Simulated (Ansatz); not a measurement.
Two isomers of H8N2OSi2: A = `N[SiH2]N[SiH2]O`, B = `N[SiH2][SiH](N)O`.

Program: Ansatz. Geometries: PBE0-D4/def2-TZVP. ΔE: electronic, gas phase. CCSD(T)/CBS is the MP2 limit (def2-TZVPP, def2-QZVPP) plus CCSD(T) − MP2 in def2-TZVPP, frozen cores. DFT in def2-TZVPP. B3LYP here is the variant with VWN-RPA as its local correlation; programs differ in this. Each species was taken in one conformer, which may not be the lowest.

(1) Which isomer does CCSD(T)/CBS put lower? Give the gap. (An estimate is asked.)

(2) Give E(B) − E(A) in kcal/mol with B2PLYP, PBE-D4, B3LYP-D4, MP2/def2-TZVPP, ωB97M-V, HF/def2-TZVPP, B3LYP. (Best estimate.)

Largest T1 diagnostic: 0.012.

## Answers

(1) The calculation gave: A, by 21.9 kcal/mol.

(2) Ansatz gave: B2PLYP 22.3, PBE-D4 16.1, B3LYP-D4 20.5, MP2/def2-TZVPP 23.8, ωB97M-V 22.1, HF/def2-TZVPP 26.2, B3LYP 21.0. None reverses the order clearly.

In def2-TZVPP, CCSD(T) changes the Hartree–Fock value by −4.1 kcal/mol (the triples alone add −0.6 kcal/mol) and MP2 by −2.4 kcal/mol. From PBE to PBE0 (25 % exact exchange), in def2-TZVPP and without D4, E(B) − E(A) moves by +2.0 kcal/mol.
